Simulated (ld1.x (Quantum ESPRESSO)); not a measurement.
## tellurium: TM semilocal pseudisation with PBEsol, scalar-relativistic reference atom.

ld1.x (Quantum ESPRESSO) 7.5 was run on this input:

```
&input
   title='Te', zed=52., rel=1, dft='PBESOL', iswitch=3,
   config='[Kr] 4d10 5s2 5p3',
   nld=3, rlderiv=1.95, eminld=-6.0, emaxld=5.0, deld=0.02
 /
 &inputp
   pseudotype=1, tm=.true., lloc=2,
   nlcc=.false.,
   file_pseudopw='Te.pp', file_wfcaegen='ae.wfc', file_wfcncgen='nc.wfc'
 /
3
5S  1  0   2.00   0.00  1.80  1.80  0.0
5P  2  1   3.00   0.00  1.75  1.75  0.0
4D  3  2  10.00   0.00  0.90  0.90  0.0
 &test
   configts(1)='4d10 5s2 5p3'
 /
```

Command:

```bash
ld1.x < Te.in > Te.out
```

The program printed (shortened: banner, matrices, multipoles, cross overlaps and the repeated all-electron block are left out):

```
Program LD1 v.7.5
     --------------------------- All-electron run ----------------------------

     Te
     scalar relativistic calculation

     atomic number is 52.00
     dft =PBESOL   lsd =0 sic =0 latt =0  beta=0.20 tr2=1.0E-14
     Exchange-correlation= PBESOL
                           (   1   4  10   8   0   0   0)
     mesh =1245 r(mesh) =  99.36066 a.u. xmin = -7.00 dx = 0.01250
     1 Ry =  13.60569312 eV, c = 137.03599908

     n l     nl                  e(Ry)          e(Ha)          e(eV)
     1 0     1S 1( 2.00)     -2324.2068     -1162.1034    -31622.4449
     2 0     2S 1( 2.00)      -357.0032      -178.5016     -4857.2765
     2 1     2P 1( 6.00)      -320.5973      -160.2987     -4361.9490
     3 0     3S 1( 2.00)       -71.5623       -35.7811      -973.6543
     3 1     3P 1( 6.00)       -59.7301       -29.8650      -812.6689
     4 0     4S 1( 2.00)       -12.7311        -6.3656      -173.2155
     4 1     4P 1( 6.00)        -9.0622        -4.5311      -123.2977
     3 2     3D 1(10.00)       -41.8284       -20.9142      -569.1038
     4 2     4D 1(10.00)        -3.7209        -1.8604       -50.6250
     5 0     5S 1( 2.00)        -1.7277        -0.8639       -23.5069
     5 1     5P 1( 3.00)        -1.0082        -0.5041       -13.7168

     final scf error:  9.7E-15 reached in  23 iterations

     Etot =  -13582.457072 Ry,   -6791.228536 Ha, -184798.742778 eV

     Ekin =   14230.331534 Ry,    7115.165767 Ha,  193613.523888 eV
     Encl =  -32829.813800 Ry,  -16414.906900 Ha, -446672.371845 eV
     Eh   =    5361.687286 Ry,    2680.843643 Ha,   72949.471838 eV
     Exc  =    -344.662092 Ry,    -172.331046 Ha,   -4689.366659 eV

     normalization and overlap integrals

     s(1S/1S) =  1.000000  <r> =   0.0278  <r2> =    0.0010  r(max) =   0.0178
     s(2S/2S) =  1.000000  <r> =   0.1199  <r2> =    0.0169  r(max) =   0.1014
     s(2P/2P) =  1.000000  <r> =   0.1048  <r2> =    0.0134  r(max) =   0.0810
     s(3S/3S) =  1.000000  <r> =   0.3223  <r2> =    0.1187  r(max) =   0.2934
     s(3P/3P) =  1.000000  <r> =   0.3204  <r2> =    0.1191  r(max) =   0.2861
     s(4S/4S) =  1.000000  <r> =   0.7646  <r2> =    0.6610  r(max) =   0.7038
     s(4P/4P) =  1.000000  <r> =   0.8211  <r2> =    0.7691  r(max) =   0.7399
     s(3D/3D) =  1.000000  <r> =   0.2969  <r2> =    0.1044  r(max) =   0.2372
     s(4D/4D) =  1.000000  <r> =   0.9711  <r2> =    1.1084  r(max) =   0.8076
     s(5S/5S) =  1.000000  <r> =   2.0292  <r2> =    4.6508  r(max) =   1.7749
     s(5P/5P) =  1.000000  <r> =   2.4744  <r2> =    6.9787  r(max) =   2.1144

     ------------------------ End of All-electron run ------------------------

     --------------------- Generating NC pseudopotential ---------------------

      Generating local pot.: lloc=2, matching radius rcloc =   0.9000

      Wfc   5S  rcut= 1.820  Using Troullier-Martins method

      Wfc   5P  rcut= 1.731  Using Troullier-Martins method

     ------------------- End of pseudopotential generation -------------------

     Computing logarithmic derivative in   1.94941
     Message from routine run_pseudo:
     Warning: convergence not achieved
     Computing logarithmic derivative in   1.94941
     Computing the partial wave expansion
     R is outside the sphere for l=    0 j= 0.00
     R is outside the sphere for l=    1 j= 0.00
       no projector for channel:   2

     ---------------------- Testing the pseudopotential ----------------------

     Te
     scalar relativistic calculation

     atomic number is 52.00   valence charge is 16.00
     dft =PBESOL   lsd =0 sic =0 latt =0  beta=0.20 tr2=1.0E-14
     mesh =1245 r(mesh) =  99.36066 xmin = -7.00 dx = 0.01250

     n l     nl             e AE (Ry)        e PS (Ry)    De AE-PS (Ry)
     3 2     4D   1(10.00)       -3.72087       -3.72085       -0.00002
     1 0     5S   1( 2.00)       -1.72772       -1.72773        0.00001
     2 1     5P   1( 3.00)       -1.00816       -1.00816       -0.00001

     eps = 3.9E-12  iter =201

     Etot =  -13582.457072 Ry,   -6791.228536 Ha, -184798.742778 eV
     Etotps =  -188.067126 Ry,     -94.033563 Ha,   -2558.783608 eV

     Ekin =     131.776952 Ry,      65.888476 Ha,    1792.916770 eV
     Encl =    -453.646390 Ry,    -226.823195 Ha,   -6172.173570 eV
     Ehrt =     150.260833 Ry,      75.130417 Ha,    2044.402784 eV
     Ecxc =     -19.086742 Ry,      -9.543371 Ha,    -259.688353 eV
     Epseu=       2.628220 Ry,       1.314110 Ha,      35.758761 eV

     ---------------------- End of pseudopotential test ----------------------
```

Generation and configuration tests took about 5.3 s on one core of a shared server CPU.

Transferability test of the new file with ld1.x, input:

```
&input
   title='Te', zed=52., rel=1, dft='PBESOL', iswitch=2,
   config='[Kr] 4d10 5s2 5p3'
 /
 &test
   file_pseudo='Te.pp', nconf=8,
   configts(1)='4d10 5s2 5p3',
   configts(2)='4d10 5s2 5p4',
   configts(3)='4d10 5s2 5p2',
   configts(4)='4d10 5s2 5p1',
   configts(5)='4d9 5s2 5p4',
   configts(6)='4d10 5s1 5p4',
   configts(7)='4d10 5s1 5p5',
   configts(8)='4d9 5s2 5p5'
 /
```

```bash
ld1.x < Te.test.in > Te.test.out
```

Pseudopotential blocks of its output, shortened (energy terms left out; the distinct warnings before each block abridged to one line each):

```
     Warning: convergence not achieved
     ---------------------- Testing the pseudopotential ----------------------

     n l     nl             e AE (Ry)        e PS (Ry)    De AE-PS (Ry)
     3 2     4D   1(10.00)       -3.72087       -3.72085       -0.00002
     1 0     5S   1( 2.00)       -1.72772       -1.72773        0.00001
     2 1     5P   1( 3.00)       -1.00816       -1.00816       -0.00001

     eps = 2.9E-11  iter =201

     Etot =  -13582.457072 Ry,   -6791.228536 Ha, -184798.742778 eV
     Etotps =  -188.067126 Ry,     -94.033563 Ha,   -2558.783608 eV

     ---------------------- End of pseudopotential test ----------------------

          Warning: convergence not achieved
     ---------------------- Testing the pseudopotential ----------------------

     n l     nl             e AE (Ry)        e PS (Ry)    De AE-PS (Ry)
     3 2     4D   1(10.00)       -3.05666       -3.06115        0.00449
     1 0     5S   1( 2.00)       -1.11363       -1.11428        0.00065
     2 1     5P   1( 4.00)       -0.43862       -0.43895        0.00033

     eps = 3.1E-11  iter =201

     Etot =  -13583.173909 Ry,   -6791.586954 Ha, -184808.495841 eV
     Etotps =  -188.784335 Ry,     -94.392167 Ha,   -2568.541726 eV
     dEtot_ae =      -0.716837 Ry
     dEtot_ps =      -0.717209 Ry,   Delta E=       0.000372 Ry

     ---------------------- End of pseudopotential test ----------------------

          Warning: convergence not achieved
     ---------------------- Testing the pseudopotential ----------------------

     n l     nl             e AE (Ry)        e PS (Ry)    De AE-PS (Ry)
     3 2     4D   1(10.00)       -4.47959       -4.47297       -0.00662  !
     1 0     5S   1( 2.00)       -2.41080       -2.40980       -0.00100
     2 1     5P   1( 2.00)       -1.64323       -1.64268       -0.00055

     eps = 8.6E-11  iter =201

     Etot =  -13581.136391 Ry,   -6790.568195 Ha, -184780.773992 eV
     Etotps =  -186.746372 Ry,     -93.373186 Ha,   -2540.813825 eV
     dEtot_ae =       1.320681 Ry
     dEtot_ps =       1.320755 Ry,   Delta E=      -0.000073 Ry

     ---------------------- End of pseudopotential test ----------------------

          Warning: convergence not achieved
     ---------------------- Testing the pseudopotential ----------------------

     n l     nl             e AE (Ry)        e PS (Ry)    De AE-PS (Ry)
     3 2     4D   1(10.00)       -5.31472       -5.30052       -0.01420  !
     1 0     5S   1( 2.00)       -3.14526       -3.14324       -0.00202
     2 1     5P   1( 1.00)       -2.32733       -2.32649       -0.00084

     eps = 6.4E-11  iter =201

     Etot =  -13579.155171 Ry,   -6789.577586 Ha, -184753.818130 eV
     Etotps =  -184.765366 Ry,     -92.382683 Ha,   -2513.860867 eV
     dEtot_ae =       3.301901 Ry
     dEtot_ps =       3.301761 Ry,   Delta E=       0.000140 Ry

     ---------------------- End of pseudopotential test ----------------------

          Warning: convergence not achieved
     ---------------------- Testing the pseudopotential ----------------------

     n l     nl             e AE (Ry)        e PS (Ry)    De AE-PS (Ry)
     3 2     4D   1( 9.00)       -4.20259       -4.22184        0.01925  !
     1 0     5S   1( 2.00)       -1.88874       -1.87992       -0.00882  !
     2 1     5P   1( 4.00)       -1.11519       -1.10934       -0.00585  !

     eps = 5.6E-11  iter =201

     Etot =  -13579.558180 Ry,   -6789.779090 Ha, -184759.301342 eV
     Etotps =  -185.154323 Ry,     -92.577162 Ha,   -2519.152905 eV
     dEtot_ae =       2.898892 Ry
     dEtot_ps =       2.912803 Ry,   Delta E=      -0.013911 Ry

     ---------------------- End of pseudopotential test ----------------------

          Warning: convergence not achieved
     ---------------------- Testing the pseudopotential ----------------------

     n l     nl             e AE (Ry)        e PS (Ry)    De AE-PS (Ry)
     3 2     4D   1(10.00)       -3.82104       -3.81850       -0.00254
     1 0     5S   1( 1.00)       -1.78516       -1.78443       -0.00072
     2 1     5P   1( 4.00)       -1.05345       -1.05300       -0.00045

     eps = 7.6E-11  iter =201

     Etot =  -13581.731441 Ry,   -6790.865720 Ha, -184788.870063 eV
     Etotps =  -187.341572 Ry,     -93.670786 Ha,   -2548.911942 eV
     dEtot_ae =       0.725631 Ry
     dEtot_ps =       0.725554 Ry,   Delta E=       0.000077 Ry

     ---------------------- End of pseudopotential test ----------------------

          Warning: convergence not achieved
     ---------------------- Testing the pseudopotential ----------------------

     n l     nl             e AE (Ry)        e PS (Ry)    De AE-PS (Ry)
     3 2     4D   1(10.00)       -3.15546       -3.15793        0.00247
     1 0     5S   1( 1.00)       -1.16895       -1.16914        0.00020
     2 1     5P   1( 5.00)       -0.47910       -0.47916        0.00007

     eps = 2.9E-11  iter =201

     Etot =  -13582.491441 Ry,   -6791.245721 Ha, -184799.210392 eV
     Etotps =  -188.101592 Ry,     -94.050796 Ha,   -2559.252540 eV
     dEtot_ae =      -0.034369 Ry
     dEtot_ps =      -0.034466 Ry,   Delta E=       0.000097 Ry

     ---------------------- End of pseudopotential test ----------------------

          Warning: convergence not achieved
     ---------------------- Testing the pseudopotential ----------------------

     n l     nl             e AE (Ry)        e PS (Ry)    De AE-PS (Ry)
     3 2     4D   1( 9.00)       -3.51262       -3.53986        0.02724  !
     1 0     5S   1( 2.00)       -1.24857       -1.24286       -0.00571  !
     2 1     5P   1( 5.00)       -0.51626       -0.51279       -0.00347

     eps = 3.5E-11  iter =201

     Etot =  -13580.367736 Ry,   -6790.183868 Ha, -184770.315908 eV
     Etotps =  -185.959425 Ry,     -92.979713 Ha,   -2530.106874 eV
     dEtot_ae =       2.089336 Ry
     dEtot_ps =       2.107701 Ry,   Delta E=      -0.018365 Ry

     ---------------------- End of pseudopotential test ----------------------
```
